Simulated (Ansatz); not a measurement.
CH5O, SMILES C[OH2+], charge +1.

Geometry: B3LYP-D3(BJ)/def2-TZVP. The isomer is the one that the SMILES or the coordinates give; other isomers of the formula were not compared.

Two levels are set side by side: PBE/def2-TZVPD (Ansatz, a first-principles code) and CAM-B3LYP/def2-TZVPD (Ansatz). Energy differences of separate SCF runs at the same geometry; the states with an electron removed or added have multiplicity 2 and 2. Differences are taken from unrounded values.

| quantity | CAM-B3LYP | PBE | PBE minus CAM-B3LYP |
|---|---|---|---|
| vertical ionisation energy (eV) | 20.54 | 20.05 | -0.49 |
| vertical electron affinity (eV) | 4.68 | 4.84 | 0.17 |
| vertical singlet–triplet gap (eV) | 8.81 | 8.12 | -0.69 |
